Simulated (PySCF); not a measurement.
# Computed structure and properties of [Pb(OH)5]−

System: [Pb(OH)5]− (singlet); start: displaced along the imaginary mode (C1). Method: PySCF 2.14.0, RKS PBE, Pb def2-SVP with ECP60, O def2-SVP, H def2-SVP; non-relativistic Hamiltonian with scalar-relativistic core potentials where named; density fitting; no spin-orbit coupling.

Input of the relaxation:

```python
mol = gto.M(atom='''
Pb     0.03901     0.00010    -0.02268
O     -0.13772    -0.01011     2.16793
H      0.78452     0.19082     2.49206
O      2.22597     0.01456     0.07044
H      2.36497    -0.25000     1.03893
O     -0.15814     1.88203    -1.06789
H     -1.13724     1.89532    -0.97176
O     -2.18674    -0.00129     0.02721
H     -2.28975     0.02364     1.00181
O     -0.16135    -1.88365    -1.06658
H     -1.13942    -1.90392    -0.96216''',
    basis={'Pb': 'def2-SVP', 'O': 'def2-SVP', 'H': 'def2-SVP'},
    ecp={'Pb': 'def2-SVP'},
    charge=-1, spin=0)
mf = dft.RKS(mol, xc='PBE')
mf.grids.atom_grid = (50, 194)
mf = mf.density_fit()  # fitting sets: Pb def2-universal-JKFIT, O def2-universal-JKFIT, H def2-universal-JKFIT
mf.conv_tol = 1e-08; mf.max_cycle = 55
mf.kernel(dm0)  # dm0: converged density of the start geometry
# quasi-Newton relaxation in Cartesian coordinates to a largest gradient under 0.00045 Eh/bohr, steps kept in the point group
```

Run from Python with OMP_NUM_THREADS=2; the lines above give its settings. Where DIIS fails, smearing, a level shift and second-order steps follow.
It took 3.9 min on 2 threads of Arm Neoverse V1, with other jobs on the host, from the converged density of the start.

Course of the relaxation:

```tsv
step	energy above end (eV)	largest force component within the symmetry (eV/Å)
0	0.1801	1.407
1	0.1322	0.077
2	0.1225	0.856
3	0.1118	0.433
4	0.1075	0.783
5	0.1056	0.883
6	0.0941	0.242
7	0.0900	0.259
31	0.0010	0.048
32	0.0007	0.056
33	0.0004	0.025
34	0.0001	0.030
35	0.0000	0.028
36	0.0000	0.019
```
(The steps between are left out.)

Relaxed geometry (C1):

```xyz
11

Pb   -0.0174    0.1337    0.1490
O    -0.2269    0.2703    2.3108
H     0.7359    0.2185    2.4948
O     2.1521    0.0825    0.4671
H     2.3147   -0.8231    0.1294
O    -0.1587    1.9599   -0.9978
H    -1.1408    1.9573   -1.0331
O    -2.2223   -0.0474   -0.0418
H    -2.4487   -0.0441    0.9113
O     0.0944   -1.8069   -0.8324
H    -0.8782   -1.9434   -0.8499
```

```csv
contact,Å
Pb1–O2 (OH),2.176
Pb1–O4 (OH),2.193
Pb1–O6 (OH),2.161
Pb1–O8 (OH),2.221
Pb1–O10 (OH),2.177
```

On the finer grid (75, 302):

```json
{
 "HOMO": "-1.28 eV",
 "LUMO": "1.63 eV",
 "Dipole about the centre of mass": "1.33 D",
 "Set of Mulliken populations of Pb1 outside the core potential": "s 3.37, p 7.59, d 10.37",
 "D3(BJ) dispersion energy (not in the energies)": "-0.210 eV"
}
```

```json
{"atom": "Pb1", "Mulliken (e)": "0.66", "Löwdin (e)": "0.50", "spin (e)": "0.00"}
{"atom": "O2", "Mulliken (e)": "-0.49", "Löwdin (e)": "-0.35", "spin (e)": "0.00"}
{"atom": "H3", "Mulliken (e)": "0.15", "Löwdin (e)": "0.04", "spin (e)": "0.00"}
{"atom": "O4", "Mulliken (e)": "-0.48", "Löwdin (e)": "-0.34", "spin (e)": "0.00"}
{"atom": "H5", "Mulliken (e)": "0.15", "Löwdin (e)": "0.05", "spin (e)": "0.00"}
{"atom": "O6", "Mulliken (e)": "-0.46", "Löwdin (e)": "-0.32", "spin (e)": "0.00"}
{"atom": "H7", "Mulliken (e)": "0.16", "Löwdin (e)": "0.05", "spin (e)": "0.00"}
{"atom": "O8", "Mulliken (e)": "-0.51", "Löwdin (e)": "-0.37", "spin (e)": "0.00"}
{"atom": "H9", "Mulliken (e)": "0.15", "Löwdin (e)": "0.05", "spin (e)": "0.00"}
{"atom": "O10", "Mulliken (e)": "-0.49", "Löwdin (e)": "-0.35", "spin (e)": "0.00"}
{"atom": "H11", "Mulliken (e)": "0.15", "Löwdin (e)": "0.04", "spin (e)": "0.00"}
```

On the grid (50, 194), as all that follows. Harmonic modes: a minimum; lowest 68 cm⁻¹ (negative: unstable), highest 3659 cm⁻¹, zero-point energy 1.700 eV.

Taking off one OH (charge -1, singlet; the rest: singlet) in vacuum, both parts rigid, costs 5.85 eV; the small basis without counterpoise inflates it.

Rigid scan of OH along the line from its metal:

| distance to O2 (Å) | energy (eV) |
| --- | --- |
| 1.88 | 0.925 |
| 1.98 | 0.346 |
| 2.08 | 0.073 |
| 2.18 | 0.000 |
| 2.28 | 0.053 |
| 2.38 | 0.184 |
| 2.58 | 0.554 |
| 2.88 | 1.148 |
| 3.28 | 1.798 |
| 3.78 | 2.350 |

One start shape was tried, so this needn't be the lowest isomer.
